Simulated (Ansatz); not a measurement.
Abridged output of a molecular run in Ansatz:

```
Functional definition: HF
1878 factors; integrals over basis functions are off by at most 1.2e-3 eV
mean field evaluation 1: about -74207.0922 eV, gradient 4.7e1 eV
mean field evaluation 2: about -74207.3547 eV, gradient 4.7e1 eV
mean field evaluation 4: about -74211.7838 eV, gradient 4.8e0 eV
mean field evaluation 8: about -74211.8655 eV, gradient 3.8e-1 eV
mean field evaluation 16: about -74211.8666 eV, gradient 1.9e-6 eV
mean field -74211.86664870 eV, -2727.2357967300 hartree, gradient 1.9e-6 eV, S^2 0.000000; 0 other end points of the search recorded, 0 dependent functions left out
18 core orbitals not correlated: weight in the atoms' cores, before any rotation towards them, 1.000 or more for the frozen orbitals, at most 0.000 for the correlated occupied ones
reference -74211.86664870 eV, -2727.2357967300 hartree; 24, 24 occupied and 270, 270 virtual orbitals, 1878 factors
second order -34.50187037 eV of doubles, -0.00000000 eV of singles
cycle   1  -34.57883609 eV  change   -7.7e-2 eV  update   1.3e-1
cycle   2  -35.42260703 eV  change   -8.4e-1 eV  update   3.7e-2
cycle   3  -35.60163683 eV  change   -1.8e-1 eV  update   1.9e-2
cycle   4  -35.58574470 eV  change    1.6e-2 eV  update   4.1e-3
cycle   5  -35.58336202 eV  change    2.4e-3 eV  update   1.8e-3
cycle   6  -35.58429996 eV  change   -9.4e-4 eV  update   5.4e-4
cycle   7  -35.58400067 eV  change    3.0e-4 eV  update   2.1e-4
cycle   8  -35.58390815 eV  change    9.3e-5 eV  update   6.9e-5
cycle   9  -35.58394197 eV  change   -3.4e-5 eV  update   2.5e-5
perturbative correction -1.35187697 eV, -0.0496805624 hartree
Total energy: -74248.80246765 eV, -2728.5931630401 hartree
```

Its atoms:

Cartesian coordinates in Å:
```
C 0.007 -1.181 -1.660
O 0.478 -1.147 -0.327
Ge 0.472 0.379 0.555
C -1.271 1.105 0.954
F 1.238 1.512 -0.528
S 1.724 0.045 2.325
H 0.548 -0.479 -2.301
H 0.164 -2.193 -2.039
H -1.066 -0.958 -1.721
H -1.159 2.038 1.506
H -1.799 1.307 0.022
H -1.841 0.395 1.552
H 2.505 -0.823 1.661
```

Question: Which basis set was used?
A. def2-QZVPP
B. def2-TZVPP
C. def2-SVP
D. cc-pV(D+d)Z

Answer: B. It gives 312 functions.

Question: Write the keys of the input that set method, charge and spin (a neutral closed shell needs none for the last two).

Answer: 
```yaml
correlation: {method: ccsd_t}
```
